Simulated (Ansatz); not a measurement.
Steps of a relaxation of `[AlH2][SiH]1C[SiH2]N1` with RKS PBE0-D4/def2-TZVP.

```sh
$ ansatz run in.yaml --threads 4 --pin off --events-out ev --progress --plain --max-ram 10444MiB
```

```yaml
crystal:
  periodic: [false, false, false]
  atoms:
    - {symbol: Al, position_ang: [-1.926241, 1.882566, -0.054085]}
    - {symbol: Si, position_ang: [-0.895692, -0.352763, 0.064300]}
    - {symbol: C, position_ang: [0.601794, -0.592988, 1.247954]}
    - {symbol: Si, position_ang: [1.685224, -0.761206, -0.311308]}
    - {symbol: N, position_ang: [0.252036, -0.490886, -1.298462]}
    - {symbol: H, position_ang: [-1.691203, 3.003615, 1.075170]}
    - {symbol: H, position_ang: [-2.722670, 2.310796, -1.384530]}
    - {symbol: H, position_ang: [-1.878000, -1.506742, 0.165499]}
    - {symbol: H, position_ang: [0.541552, -1.501991, 1.878019]}
    - {symbol: H, position_ang: [0.841156, 0.274280, 1.894595]}
    - {symbol: H, position_ang: [2.343651, -2.108958, -0.491980]}
    - {symbol: H, position_ang: [2.765848, 0.283334, -0.462203]}
    - {symbol: H, position_ang: [0.102746, -0.473659, -2.308270]}
basis:
  gaussian: {orbitals: def2-TZVP}
hamiltonian: {xc: pbe0, dispersion: d4}
relax: {f_tol: 0.005, max_steps: 150}
```

Positions (Å) and forces (eV/Å) along the path, 11 of 25 steps:

```xyz
13
step=1 energy=-24999.3272 eV
Al   -1.926    1.883   -0.054   -0.048    0.166   -0.023
Si   -0.896   -0.353    0.064    0.626   -0.243   -0.308
C     0.602   -0.593    1.248    0.018   -0.008    0.130
Si    1.685   -0.761   -0.311   -0.547    0.077   -0.130
N     0.252   -0.491   -1.298    0.058   -0.091    0.262
H    -1.691    3.004    1.075   -0.040   -0.152   -0.135
H    -2.723    2.311   -1.385    0.083   -0.056    0.170
H    -1.878   -1.507    0.165    0.219    0.240   -0.042
H     0.542   -1.502    1.878    0.035    0.450   -0.329
H     0.841    0.274    1.895   -0.125   -0.440   -0.351
H     2.344   -2.109   -0.492   -0.152    0.302    0.021
H     2.766    0.283   -0.462   -0.250   -0.226    0.012
H     0.103   -0.474   -2.308    0.123   -0.018    0.721
13
step=3 energy=-24999.3965 eV
Al   -1.918    1.888   -0.050   -0.026   -0.033    0.012
Si   -0.857   -0.337    0.043    0.033    0.097   -0.006
C     0.604   -0.581    1.234   -0.024   -0.031   -0.054
Si    1.670   -0.776   -0.306    0.003    0.029    0.022
N     0.270   -0.513   -1.287   -0.005   -0.041    0.043
H    -1.725    2.981    1.090    0.003    0.006    0.013
H    -2.744    2.305   -1.346   -0.006    0.013   -0.014
H    -1.846   -1.459    0.139   -0.010   -0.015    0.007
H     0.527   -1.470    1.858    0.001   -0.031    0.027
H     0.851    0.274    1.862    0.000    0.023    0.008
H     2.319   -2.105   -0.478    0.006   -0.026    0.001
H     2.736    0.254   -0.464    0.027    0.011   -0.012
H     0.133   -0.496   -2.281   -0.003   -0.002   -0.049
13
step=9 energy=-24999.4012 eV
Al   -1.954    1.899   -0.035   -0.018    0.053    0.027
Si   -0.829   -0.297    0.017    0.014    0.001    0.013
C     0.627   -0.539    1.216    0.009    0.016    0.002
Si    1.685   -0.814   -0.318   -0.007    0.000    0.004
N     0.290   -0.548   -1.305    0.000    0.003    0.020
H    -1.967    2.873    1.234   -0.007   -0.052   -0.075
H    -2.656    2.405   -1.377    0.021   -0.004    0.042
H    -1.833   -1.404    0.158   -0.005   -0.002   -0.005
H     0.529   -1.403    1.875    0.001    0.006   -0.004
H     0.896    0.334    1.811   -0.001   -0.019   -0.011
H     2.293   -2.171   -0.440   -0.003    0.006   -0.001
H     2.784    0.175   -0.521   -0.003   -0.006    0.003
H     0.156   -0.544   -2.300   -0.003   -0.003   -0.016
13
step=10 energy=-24999.4016 eV
Al   -1.957    1.898   -0.037   -0.016    0.050    0.038
Si   -0.827   -0.296    0.019    0.003    0.009   -0.006
C     0.630   -0.538    1.216    0.005    0.009    0.000
Si    1.686   -0.816   -0.319   -0.007    0.004    0.000
N     0.290   -0.545   -1.304    0.009   -0.004    0.017
H    -1.982    2.865    1.235   -0.005   -0.038   -0.055
H    -2.653    2.413   -1.378    0.018   -0.009    0.024
H    -1.833   -1.401    0.158    0.000   -0.007    0.002
H     0.532   -1.400    1.877    0.001    0.002   -0.001
H     0.901    0.336    1.809   -0.002   -0.012   -0.008
H     2.289   -2.175   -0.441   -0.002    0.002    0.000
H     2.788    0.169   -0.522   -0.002   -0.004    0.002
H     0.155   -0.544   -2.299   -0.003   -0.002   -0.013
13
step=11 energy=-24999.4022 eV
Al   -1.958    1.898   -0.034   -0.001    0.002    0.009
Si   -0.826   -0.294    0.022   -0.002    0.005   -0.001
C     0.634   -0.534    1.215    0.000    0.001    0.000
Si    1.684   -0.818   -0.322    0.000    0.000   -0.001
N     0.287   -0.545   -1.304    0.003   -0.004    0.002
H    -2.021    2.847    1.244   -0.006    0.000   -0.004
H    -2.616    2.425   -1.387    0.001    0.003   -0.002
H    -1.830   -1.401    0.167    0.001   -0.002    0.000
H     0.537   -1.393    1.879    0.001   -0.001    0.000
H     0.908    0.341    1.804    0.002   -0.001   -0.001
H     2.283   -2.179   -0.443    0.000   -0.001    0.000
H     2.789    0.163   -0.529    0.001    0.000   -0.001
H     0.149   -0.545   -2.299    0.000   -0.001    0.000
13
step=14 energy=-24999.4033 eV
Al   -1.968    1.901   -0.027   -0.025    0.017   -0.002
Si   -0.817   -0.282    0.027    0.005   -0.005   -0.002
C     0.653   -0.517    1.210    0.001    0.003    0.006
Si    1.685   -0.833   -0.332    0.006   -0.006   -0.001
N     0.284   -0.551   -1.306   -0.011   -0.001   -0.009
H    -2.192    2.777    1.286    0.008   -0.015   -0.010
H    -2.500    2.491   -1.409    0.011   -0.005    0.010
H    -1.819   -1.388    0.195   -0.001    0.008   -0.002
H     0.554   -1.363    1.890    0.000   -0.001   -0.002
H     0.942    0.365    1.781    0.002    0.004    0.003
H     2.262   -2.204   -0.442    0.001    0.000    0.000
H     2.803    0.128   -0.560    0.000    0.001   -0.001
H     0.136   -0.560   -2.299    0.003    0.001    0.009
13
step=15 energy=-24999.4036 eV
Al   -1.980    1.900   -0.026    0.021    0.023   -0.005
Si   -0.813   -0.274    0.031   -0.011   -0.006   -0.015
C     0.662   -0.507    1.208    0.001    0.008    0.006
Si    1.684   -0.840   -0.338    0.005   -0.003   -0.001
N     0.280   -0.555   -1.305   -0.013   -0.003   -0.003
H    -2.274    2.727    1.305   -0.009   -0.009   -0.026
H    -2.430    2.532   -1.421    0.000   -0.010    0.037
H    -1.817   -1.378    0.210    0.004   -0.003    0.002
H     0.562   -1.347    1.895   -0.001   -0.001    0.000
H     0.959    0.378    1.771   -0.001    0.003    0.002
H     2.252   -2.215   -0.440    0.001    0.000    0.001
H     2.807    0.113   -0.577    0.000    0.000   -0.001
H     0.127   -0.570   -2.298    0.004    0.003    0.005
13
step=16 energy=-24999.4037 eV
Al   -1.974    1.904   -0.025   -0.022    0.008   -0.001
Si   -0.812   -0.273    0.030    0.005    0.005   -0.008
C     0.664   -0.503    1.207    0.002    0.000    0.003
Si    1.684   -0.842   -0.339    0.006   -0.001    0.001
N     0.280   -0.558   -1.306   -0.013   -0.004   -0.001
H    -2.301    2.714    1.310    0.007   -0.009   -0.032
H    -2.417    2.541   -1.419    0.011   -0.002    0.035
H    -1.816   -1.376    0.213    0.000    0.003    0.000
H     0.564   -1.342    1.896    0.001   -0.001    0.000
H     0.963    0.383    1.767   -0.002    0.001    0.000
H     2.250   -2.219   -0.438    0.000    0.000    0.001
H     2.808    0.109   -0.582    0.000    0.000   -0.001
H     0.126   -0.574   -2.298    0.004    0.002    0.004
13
step=20 energy=-24999.4041 eV
Al   -1.976    1.902   -0.023   -0.005    0.014    0.004
Si   -0.811   -0.273    0.028   -0.007   -0.002    0.010
C     0.669   -0.491    1.202   -0.002   -0.004   -0.006
Si    1.684   -0.847   -0.344   -0.010    0.002    0.000
N     0.274   -0.578   -1.308    0.018    0.000    0.002
H    -2.379    2.659    1.322    0.003   -0.008   -0.018
H    -2.340    2.600   -1.410    0.003   -0.005    0.014
H    -1.816   -1.371    0.228    0.000    0.000    0.000
H     0.571   -1.322    1.901    0.001    0.004   -0.002
H     0.970    0.401    1.752    0.003    0.000    0.000
H     2.252   -2.224   -0.428    0.000    0.002    0.000
H     2.804    0.103   -0.605   -0.002   -0.001    0.001
H     0.120   -0.594   -2.300   -0.002   -0.002   -0.005
13
step=21 energy=-24999.4041 eV
Al   -1.976    1.903   -0.023   -0.004    0.009    0.002
Si   -0.811   -0.273    0.027   -0.004   -0.001    0.007
C     0.669   -0.491    1.202   -0.001   -0.003   -0.004
Si    1.684   -0.847   -0.344   -0.007    0.002    0.000
N     0.273   -0.579   -1.309    0.013    0.000    0.001
H    -2.382    2.657    1.322    0.002   -0.005   -0.010
H    -2.337    2.603   -1.408    0.003   -0.004    0.008
H    -1.817   -1.371    0.229    0.001    0.000    0.000
H     0.571   -1.321    1.901    0.000    0.003   -0.001
H     0.970    0.402    1.751    0.001    0.000    0.000
H     2.252   -2.223   -0.428    0.000    0.001    0.000
H     2.804    0.103   -0.606   -0.001    0.000    0.001
H     0.119   -0.596   -2.301   -0.002   -0.002   -0.003
13
step=25 energy=-24999.4041 eV
Al   -1.975    1.903   -0.021   -0.002    0.000   -0.001
Si   -0.812   -0.274    0.028    0.001    0.000   -0.001
C     0.671   -0.487    1.201    0.001    0.001    0.001
Si    1.682   -0.847   -0.347    0.001    0.000    0.000
N     0.270   -0.584   -1.309    0.000    0.000    0.000
H    -2.409    2.640    1.322    0.001    0.000   -0.001
H    -2.305    2.621   -1.405    0.001    0.000    0.001
H    -1.817   -1.371    0.235    0.000    0.000    0.000
H     0.575   -1.316    1.902    0.000   -0.001    0.000
H     0.973    0.406    1.747    0.000   -0.001    0.000
H     2.253   -2.223   -0.427    0.000    0.000    0.000
H     2.800    0.104   -0.611    0.000    0.000    0.000
H     0.114   -0.606   -2.300   -0.001    0.000    0.001
```

Hardware: 4 threads of an Arm Neoverse V2 on a shared host. Wall time 91 s, peak host memory 0.7 GiB.
